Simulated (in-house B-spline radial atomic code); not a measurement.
# Ionising Pd VIII (Pd7+) with different functionals

Computed with an all-electron radial atomic-structure program (B-spline basis): scalar-relativistic (spin-free X2C) Hamiltonian, Fermi nucleus of rms radius 4.5318 fm, spin-polarised at highest spin, spherical fractional occupations for the functionals, the average over the highest-spin determinants for Hartree-Fock. The ionisation energy is the difference of two self-consistent energies, [Kr] 4d3 → [Kr] 4d2, without Breit or QED terms; ε is the level of the shell that loses the electron (its least bound occupied spin orbital). There is no spin-orbit coupling in this Hamiltonian.

Hybrids are left out here: with spherical fractional occupations of an open shell their exact exchange keeps a self-interaction that integer-occupation calculations don't have.

```tsv
method	rung	ΔSCF (eV)	-ε(4d) (eV)
Hartree-Fock	Hartree-Fock	120.32	121.10
LDA VWN5	LDA	121.51	111.96
LDA PW92	LDA	121.49	111.95
LDA exchange-only	LDA	119.85	110.36
PBE	GGA	?	?
PBEsol	GGA	121.40	111.88
BLYP	GGA	121.22	111.67
RPBE	GGA	121.44	111.92
PW91	GGA	121.54	112.01
BP86	GGA	121.47	111.93
AM05	GGA	121.38	111.84
OLYP	GGA	121.97	112.40
TPSS	meta-GGA	121.40	111.90
SCAN	meta-GGA	121.57	112.18
r2SCAN	meta-GGA	?	?
revTPSS	meta-GGA	121.34	111.84
```

(1) What does r2SCAN give?

(2) What does PBE give?

(3) How do they compare with the NIST value?

## Answers

(1) ΔSCF 121.63 eV, and -ε(4d) = 112.24 eV.

(2) ΔSCF 121.46 eV, and -ε(4d) = 111.94 eV.

(3) NIST lists 120 eV ± 2.1 (tabulated theory, ground level to ground level). Errors run from -0.15 to +1.97 eV; all lie within about twice that uncertainty, so the table can't rank the methods. Hartree-Fock also lacks correlation.
